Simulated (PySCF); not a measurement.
ZnCl, SMILES [Zn+][Cl], charge +1.

Geometry optimised at PBE0-D3(BJ)/def2-TZVP. The multiplicity is an assumed one; other spin states were not compared.

Level of theory: C-PCM-M06-2X/def2-TZVPD (PySCF).

The values are the electrostatic part of the solvation free energy, E(continuum) − E(gas) at the gas-phase geometry, in a cavity of scaled van der Waals radii (PySCF's table); cavitation and dispersion terms are not included. A continuum can't describe solvent molecules that bind to the metal. In vacuum the orbital gap is 5.92 eV.

```tsv
solvent	ε	ΔG(elec) (kcal/mol)	gap (eV)
water	78.36	-127.1	8.56
ethanol	24.85	-123.1	8.46
tetrahydrofuran	7.43	-109.5	8.13
```
